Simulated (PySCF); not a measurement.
Single conformer, equivalent nuclei averaged, non-relativistic Hamiltonian, no solvent. Shieldings: GIAO PBE0/pcSseg-1; geometry from GFN2-xTB; PySCF 2.14.0 with density-fitted response routines.

References, each an isolated molecule treated in the same way: 1H (σref 31.72) and 13C (σref 186.93) against TMS. Shifts are as computed. Against solution values, carbons near 30 ppm lie about +3 ppm off and those near 130 ppm about +5 ppm. Of 1211 compounds with measured shifts, 218 miss one by over three times the rms of a fit or turn the order of signals round; such compounds aren't used in these exercises. OH and NH positions are gas-phase values without hydrogen bonding to other molecules.

(1) Order these molecules by the shift of their most shielded carbon-bound hydrogen, lowest δ first.
A. [SiH3]c1cn[nH]c1
B. C[C@@H]1OC(=O)C(=O)O[C@H]1C(F)(F)F
C. N#CC/C=N/[SiH3]
D. FC1=C[C@H]1C(F)(F)F
E. C[SiH2]/N=C\C#N

(2) Order these molecules by the shift of their most shielded carbon, lowest δ first.
A. C[SiH2]/N=C\C#N
B. [SiH3]c1cn[nH]c1
C. C[C@@H]1OC(=O)C(=O)O[C@H]1C(F)(F)F
D. FC1=C[C@H]1C(F)(F)F

(3) How many 13C and 1H signals does each give (equivalence by symmetry and fast rotation, but not about amide C–N or C=N bonds)? `[SiH3]c1cn[nH]c1`, `C[C@@H]1OC(=O)C(=O)O[C@H]1C(F)(F)F`, `N#CC/C=N/[SiH3]`, `FC1=C[C@H]1C(F)(F)F`, `C[SiH2]/N=C\C#N`

Answers

(1) E (0.45 ppm, hydrogen on a methyl carbon bonded to Si), B (1.64 ppm, hydrogen on a methyl carbon), D (2.70 ppm, hydrogen on a three-membered-ring carbon), C (3.24 ppm, hydrogen on an sp3 CH2 α to a nitrile), A (7.57 ppm, hydrogen on an aromatic CH next to a ring nitrogen).

(2) A (-3.7 ppm, methyl carbon bonded to Si), C (18.4 ppm, methyl carbon), D (34.1 ppm, three-membered-ring carbon), B (106.0 ppm, substituted aromatic carbon).

(3) [SiH3]c1cn[nH]c1: 3 C, 4 H; C[C@@H]1OC(=O)C(=O)O[C@H]1C(F)(F)F: 6 C, 3 H; N#CC/C=N/[SiH3]: 3 C, 3 H; FC1=C[C@H]1C(F)(F)F: 4 C, 2 H; C[SiH2]/N=C\C#N: 3 C, 3 H.
